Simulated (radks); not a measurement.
Q: These are the eigenvalues of the occupied orbitals of an atom or ion with whole-number occupations (Ry). Method: scalar-relativistic Kohn-Sham, BLYP, spin-polarised, spherical densities, point nucleus; computed with a radial shooting solver on a logarithmic mesh with Libxc functionals.

| orbital | eigenvalue |
|---|---|
| 1s down | -1780.870 |
| 1s up | -1780.870 |
| 2s up | -263.8046 |
| 2s down | -263.7437 |
| 2p up | -236.9861 |
| 2p down | -236.9398 |
| 3s up | -51.12105 |
| 3s down | -51.08990 |
| 3p up | -42.31352 |
| 3p down | -42.27808 |
| 3d up | -28.32959 |
| 3d down | -28.27471 |
| 4s up | -10.60550 |
| 4s down | -10.35673 |
| 4p up | -8.03894 |
| 4p down | -7.78330 |
| 4d up | -4.29818 |
| 4d down | -4.05353 |

Which element is it, and in what charge state? The configuration may be excited. Open shells, if any, are filled with parallel spins first.

A: Z = 46, palladium, charge +4: Pd4+ in [Kr] 4d6. The list shows which subshells hold electrons but not how many an open one holds; the 1s level, -890.43 hartree, gives Z - s = 42.2 by -(Z - s)^2/2, which with screening and relativity narrows Z to a few neighbours, and the depths of the outer levels then fix element, charge and occupations together.
